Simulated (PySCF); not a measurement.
**Ionisation energy of Mn²²⁺ by level of theory**

Mn²²⁺ [He] 2s1 [2s1/2^1, M_J = 1/2] → Mn²³⁺ 1s2, as a difference of total energies. Calculation: PySCF 2.14, in an uncontracted even-tempered set (17 s from 6.1 bohr⁻², ratio 2.4; 11 p from 7.9 bohr⁻², ratio 2.4; 5 d from 24 bohr⁻², ratio 2.6; 4 f from 37 bohr⁻², ratio 2.6); the two-component X2C-1e Hamiltonian. Correlated levels: nothing frozen; the 34 highest virtual spinors dropped. "Screened" scales the spin-orbit matrix elements by Boettger's factors to mimic the two-electron term; Breit and QED terms are absent.

```csv
method,ionisation energy (eV)
GHF (screened spin-orbit),1880.3
GMP2 (screened spin-orbit),1880.5
```

For comparison: 1879.9 eV (theoretical estimate listed by NIST; NIST Atomic Spectra Database, ionization energies).
